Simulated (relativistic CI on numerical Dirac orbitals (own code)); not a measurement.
**What each ingredient does to the levels of Co²⁵⁺**

Base calculation: Dirac-Coulomb-Breit CI, KLI orbitals optimised for each configuration, QED by a radiative potential, unscaled Slater integrals.

Configurations in the expansion: 1s², 1s2s, 1s2p, 1s3s, 1s3p, 1s3d, 1s4s, 1s4p, 1s4d, 1s4f, 1s5s, 1s5p, 1s5d, 1s5f, 1s5g, 1s6s, 1s6p, 1s6d. Levels of other configurations are missing.

Variants: (1) configuration mixing switched off; (2) non-relativistic limit. Shifts of the energy above 1s² ¹S0, in eV, for the lowest level and the first level of each name with at least 55 % of one term (blank where a level changes its place among those of its configuration and J or its character, or is not in the variant):

| Level | Base | Δ(1) | Δ(2) |
| --- | --- | --- | --- |
| 1s² ¹S0 | 0.00 | 0.00 | 0.00 |
| 1s2s ³S1 | 7171.95 | +0.01 | -52.44 |
| 1s2p ³P°0 | 7202.38 | 0.00 | -55.76 |
| 1s2p ³P°1 | 7204.59 | +0.01 | -57.97 |
| 1s2s ¹S0 | 7204.98 | +0.19 | -54.95 |
| 1s2p ³P°2 | 7222.08 | 0.00 | -75.47 |
| 1s2p ¹P°1 | 7241.12 | +0.09 | -71.18 |
| 1s3s ³S1 | 8498.78 | -0.01 | -70.57 |
| 1s3p ³P°0 | 8507.18 | -0.01 | -71.46 |
| 1s3s ¹S0 | 8507.60 | -0.07 | -71.27 |
| 1s3p ³P°1 | 8507.82 | -0.01 | -72.09 |
| 1s3p ³P°2 | 8513.03 | -0.01 | -77.31 |
| 1s3d ³D2 | 8517.44 | -0.01 | -77.32 |
| 1s3d ³D1 | 8517.53 | -0.01 | -77.41 |

At this charge energies of transitions that change n are usually good to better than 1 %, and those within a shell (Δn = 0) to a few per cent.

Ionisation energy from the two ground configurations alone: base 9542.6 eV. The NIST ASD value (theoretical) is 9544.18 eV.

LS names give the leading component of a level, which can be under half, so a name can repeat, a term be missing and a line seem to break the LS rules.
